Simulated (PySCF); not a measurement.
Computed shifts of a molecule FH6NOSi2, PBE0/pcSseg-1 in PySCF, GIAO, gas phase, equivalent atoms averaged, in ppm (number of nuclei): ²⁹Si: -34.8 (1), -56.2 (1). ¹⁹F: -150.8 (1). ¹⁵N: 35.5 (1). ¹H: 4.89 (3), 4.84 (1), 1.85 (1), 0.75 (1). References: ¹⁷O against H2O (σ = 334.2 ppm); ²⁹Si against TMS (σ = 352.7 ppm); ¹⁹F against CFCl3 (σ = 167.2 ppm); ¹⁵N against NH3 (σ = 267.4 ppm); ¹H against TMS (σ = 31.56 ppm), references at their B3LYP-D3(BJ)/def2-TZVP geometries, non-relativistic. The structure is a stationary point at B3LYP-D3(BJ)/def2-SVP. The values are those of a single conformer.

### Question
Which molecule gave these data?
A. N[Si@@H](F)O[SiH3]
B. O[Si@H](F)N[SiH3]
C. N[SiH2][Si@@H](O)F
D. N[Si@@](O)(F)[SiH3]

### Answer
B, O[Si@H](F)N[SiH3]
